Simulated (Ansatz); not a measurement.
Saddle point of BNH4SeF2, closed shell (BNH₂F₂ ([NH2][B]([F])[F]) + H₂Se → BHSeF₂ ([F][B]([F])[SeH]) + NH₃ (still joined by a long B–N bond); bonds formed: B1–Se6, N2–H5; bonds broken: H5–Se6; bonds weakened to dative contacts: B1–N2), PBE0-D4/def2-TZVP structure:

| atom | x (Å) | y (Å) | z (Å) |
| --- | --- | --- | --- |
| B1 | -0.2211 | 0.4426 | -0.7321 |
| N2 | 1.0322 | -0.1355 | -0.1158 |
| F3 | -0.9153 | -0.3544 | -1.5389 |
| F4 | -0.2239 | 1.7568 | -0.9337 |
| H5 | 0.2760 | -0.1721 | 1.0153 |
| Se6 | -1.3203 | 0.1950 | 1.5583 |
| H7 | 1.8254 | 0.4919 | -0.0663 |
| H8 | 1.3066 | -1.0489 | -0.4542 |
| H9 | -1.7596 | -1.1753 | 1.2674 |

Energies are electronic, without zero-point energy. Barriers and step energies count from the start structure reached by relaxing down the imaginary mode; all methods use the PBE0-D4 structures, on which another method's saddle can fall below an end. Program: Ansatz 0.2.0. Basis: def2-TZVPP, with def2-QZVPP for the basis limit. Cores are frozen in the correlated methods. Filled d shells of the heavier atoms are correlated. The def2 sets are not built for correlating such inner shells, so the correlated values are less sure here. B3LYP uses VWN-RPA correlation. Extrapolation: Hartree–Fock as exp(−7.88 √X), correlation as X^−2.97.

```json
{"method": "SPW92", "barrier (kJ/mol)": "55.9", "step energy (kJ/mol)": "-24.7"}
{"method": "PBE-D4", "barrier (kJ/mol)": "82.7", "step energy (kJ/mol)": "-6.6"}
{"method": "BLYP-D4", "barrier (kJ/mol)": "?", "step energy (kJ/mol)": "11.9"}
{"method": "r2SCAN-D4", "barrier (kJ/mol)": "92.2", "step energy (kJ/mol)": "-6.6"}
{"method": "B97M-V", "barrier (kJ/mol)": "117.5", "step energy (kJ/mol)": "5.4"}
{"method": "PBE0-D4", "barrier (kJ/mol)": "97.3", "step energy (kJ/mol)": "-8.6"}
{"method": "B3LYP-D4", "barrier (kJ/mol)": "?", "step energy (kJ/mol)": "9.4"}
{"method": "r2SCAN0-D4", "barrier (kJ/mol)": "102.8", "step energy (kJ/mol)": "-7.6"}
{"method": "BHLYP-D4", "barrier (kJ/mol)": "131.8", "step energy (kJ/mol)": "8.0"}
{"method": "CAM-B3LYP-D4", "barrier (kJ/mol)": "122.1", "step energy (kJ/mol)": "8.0"}
{"method": "wB97X-V", "barrier (kJ/mol)": "117.8", "step energy (kJ/mol)": "-3.9"}
{"method": "wB97M-V", "barrier (kJ/mol)": "114.6", "step energy (kJ/mol)": "-1.7"}
{"method": "B2PLYP", "barrier (kJ/mol)": "119.3", "step energy (kJ/mol)": "7.4"}
{"method": "PBE-QIDH", "barrier (kJ/mol)": "107.8", "step energy (kJ/mol)": "-10.9"}
{"method": "RPA on PBE", "barrier (kJ/mol)": "119.4", "step energy (kJ/mol)": "-0.7"}
{"method": "HF", "barrier (kJ/mol)": "?", "step energy (kJ/mol)": "31.6"}
{"method": "MP2", "barrier (kJ/mol)": "109.2", "step energy (kJ/mol)": "-9.2"}
{"method": "CCSD", "barrier (kJ/mol)": "130.9", "step energy (kJ/mol)": "1.7"}
{"method": "CCSD(T)", "barrier (kJ/mol)": "119.1", "step energy (kJ/mol)": "-3.3"}
```

(1) Fill in the withheld barriers. (An estimate is asked for; the value comes from the calculation.)

The T1 diagnostic stays at or below 0.012.

Results:

(1) Computed: HF 180.1; BLYP-D4 103.0; B3LYP-D4 114.0 kJ/mol. Each is the energy of the saddle less that of the start structure, by the same method.

For comparison, the barrier by CCSD(T) at an estimated basis limit (MP2 extrapolated from triple and quadruple zeta, plus CCSD(T) − MP2 in triple zeta) is 116.2 kJ/mol.

Labels in which every atom is bracketed show which atoms are joined, not bond orders.

For scale, one of the runs: CCSD(T)/def2-TZVPP, 228 basis functions, launched by `ansatz run in.yaml --threads 8 --pin off --events-out ev --progress --plain --max-ram 19148MiB`. Hardware: 8 CPU threads of a Oxide Virtual Turin-like, shared host. Wall time 68 s; peak host memory 4.3 GiB.
